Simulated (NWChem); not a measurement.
## diarsenic (As₂)

SMILES: [As]#[As]
```xyz
2

As     0.0000     0.0000     1.0456
As     0.0000     0.0000    -1.0456
```
Charge 0, spin multiplicity 1.

Everything below was run with NWChem. The geometry was optimised at PBE0/def2-SVP, a minimum by its harmonic frequencies.

Symmetry labels belong to the abelian group D2h used in the runs, with the axes of the coordinates shown; states degenerate in a higher group split over its labels.

The Hamiltonian is non-relativistic.

Task: List the lowest 6 singlet excitations that TD-PBE/def2-SVPD gives, with oscillator strengths.

Result: 
```json
[
 {"state": "1", "symmetry": "au", "energy (eV)": "3.19", "wavelength (nm)": "388", "f": "0.000"},
 {"state": "2", "symmetry": "au", "energy (eV)": "3.54", "wavelength (nm)": "351", "f": "0.000"},
 {"state": "3", "symmetry": "b1u", "energy (eV)": "3.54", "wavelength (nm)": "351", "f": "0.000"},
 {"state": "4", "symmetry": "b2g", "energy (eV)": "3.86", "wavelength (nm)": "321", "f": "0.000"},
 {"state": "5", "symmetry": "b3g", "energy (eV)": "3.86", "wavelength (nm)": "321", "f": "0.000"},
 {"state": "6", "symmetry": "b1u", "energy (eV)": "5.49", "wavelength (nm)": "226", "f": "0.151"}
]
```
